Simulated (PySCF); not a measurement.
C6H11B.
Z-matrix (Å and degrees, PBE0-D3(BJ)/def2-SVP geometry), rows numbered from 1:
```
C 
C   1  1.3419
C   2  1.4509  1  123.71
C   3  1.3535  2  125.12  1   179.96
B   4  1.5578  3  124.58  2   179.24
C   5  1.5765  4  118.28  3  -174.94
C   5  1.5742  4  122.36  3     4.74
H   1  1.0945  2  121.03  3     0.01
H   1  1.0925  2  121.79  3  -179.96
H   2  1.0963  1  119.59  3   179.96
H   3  1.0976  2  115.73  1    -0.16
H   4  1.0999  3  116.14  2     0.05
H   6  1.1029  5  112.26  4   -43.14
H   6  1.1003  5  115.07  4  -168.70
H   6  1.1071  5  107.44  4    72.01
H   7  1.1032  5  110.87  4  -134.80
H   7  1.1062  5  107.51  4   110.99
H   7  1.0997  5  116.69  4    -9.71
```

The calculation used PBE0-D3(BJ)/def2-SVP geometry optimisation, gas phase in PySCF.

Take the most abundant isotopes and a rigid rotor. The values belong to one conformer with, in the numbering `[CH2:1]=[CH:2]/[CH:3]=[CH:4]/[B:5]([CH3:6])[CH3:7]`, C1–C2–C3–C4 180°.

**Question.** Give the principal moments of inertia and the rotational constants in MHz.

**Answer.** Ia = 77.88, Ib = 467.72, Ic = 539.17 u·Å²; 505379 MHz·u·Å²/I gives A = 6489, B = 1081, C = 937.3 MHz.

**Question.** Classify the top.

**Answer.** A near-prolate asymmetric top; Ray's κ = -0.948.

**Question.** What does the inertial defect say?

**Answer.** Not planar: Δ = Ic − Ia − Ib = -6.43 u·Å². For a rigid frame Δ = −2 Σ m c², so Σ m c² = 3.21 u·Å² lies off the ab plane: 3.14 from hydrogen and 0.07 from heavier atoms. The atom farthest from that plane is 1.05 Å away.

**Question.** Where do the levels up to J = 2 lie, in MHz?

**Answer.** Above 0(0,0):
J = 1: 1(0,1) 2018, 1(1,1) 7427, 1(1,0) 7570
J = 2: 2(0,2) 6051, 2(1,2) 11319, 2(1,1) 11749, 2(2,1) 27975, 2(2,0) 27977

**Question.** Which types of transition are allowed, and where do some lines up to J = 5 fall?

**Answer.** The dipole components are |μa| = 0.89 D, |μb| = 0.04 D, |μc| = 0.03 D. The squared components, which scale the intensities, stand as 1.00 : 0.00 : 0.00 (a : b : c). Some of the stronger lines:

```json
{"type": "a", "branch": "Q", "J(Ka,Kc)": "2(1,1) ← 2(1,2)", "MHz": "430", "lower level (cm⁻¹)": "0.378"}
{"type": "a", "branch": "Q", "J(Ka,Kc)": "4(1,3) ← 4(1,4)", "MHz": "1432", "lower level (cm⁻¹)": "0.832"}
{"type": "a", "branch": "R", "J(Ka,Kc)": "1(0,1) ← 0(0,0)", "MHz": "2018", "lower level (cm⁻¹)": "0.000"}
{"type": "a", "branch": "R", "J(Ka,Kc)": "2(1,2) ← 1(1,1)", "MHz": "3892", "lower level (cm⁻¹)": "0.248"}
{"type": "a", "branch": "R", "J(Ka,Kc)": "2(0,2) ← 1(0,1)", "MHz": "4033", "lower level (cm⁻¹)": "0.067"}
{"type": "a", "branch": "R", "J(Ka,Kc)": "2(1,1) ← 1(1,0)", "MHz": "4179", "lower level (cm⁻¹)": "0.252"}
{"type": "a", "branch": "R", "J(Ka,Kc)": "3(1,3) ← 2(1,2)", "MHz": "5837", "lower level (cm⁻¹)": "0.378"}
{"type": "a", "branch": "R", "J(Ka,Kc)": "3(0,3) ← 2(0,2)", "MHz": "6042", "lower level (cm⁻¹)": "0.202"}
{"type": "a", "branch": "R", "J(Ka,Kc)": "3(2,1) ← 2(2,0)", "MHz": "6065", "lower level (cm⁻¹)": "0.933"}
{"type": "a", "branch": "R", "J(Ka,Kc)": "4(1,4) ← 3(1,3)", "MHz": "7779", "lower level (cm⁻¹)": "0.572"}
{"type": "a", "branch": "R", "J(Ka,Kc)": "4(0,4) ← 3(0,3)", "MHz": "8043", "lower level (cm⁻¹)": "0.403"}
{"type": "a", "branch": "R", "J(Ka,Kc)": "4(2,3) ← 3(2,2)", "MHz": "8069", "lower level (cm⁻¹)": "1.135"}
{"type": "a", "branch": "R", "J(Ka,Kc)": "4(3,1) ← 3(3,0)", "MHz": "8077", "lower level (cm⁻¹)": "2.049"}
{"type": "a", "branch": "R", "J(Ka,Kc)": "4(2,2) ← 3(2,1)", "MHz": "8097", "lower level (cm⁻¹)": "1.136"}
{"type": "a", "branch": "R", "J(Ka,Kc)": "4(1,3) ← 3(1,2)", "MHz": "8352", "lower level (cm⁻¹)": "0.601"}
{"type": "a", "branch": "R", "J(Ka,Kc)": "5(1,5) ← 4(1,4)", "MHz": "9719", "lower level (cm⁻¹)": "0.832"}
{"type": "a", "branch": "R", "J(Ka,Kc)": "5(0,5) ← 4(0,4)", "MHz": "10033", "lower level (cm⁻¹)": "0.672"}
{"type": "a", "branch": "R", "J(Ka,Kc)": "5(2,4) ← 4(2,3)", "MHz": "10083", "lower level (cm⁻¹)": "1.404"}
{"type": "a", "branch": "R", "J(Ka,Kc)": "5(4,2) ← 4(4,1)", "MHz": "10095", "lower level (cm⁻¹)": "3.598"}
{"type": "a", "branch": "R", "J(Ka,Kc)": "5(4,1) ← 4(4,0)", "MHz": "10095", "lower level (cm⁻¹)": "3.598"}
```

No frequency check. These are rigid-rotor constants of the computed structure; measured ground-state constants (B0) also hold zero-point vibration. A rigid rotor knows nothing of internal rotation, which can split or shift real lines. Quadrupole hyperfine structure (11B) is left out.

The run took 65 s of wall time on Arm Neoverse V1, one thread, no GPU, on a shared host, and the process peaked at 0.66 GiB of memory. That covers the optimisation of the geometry.
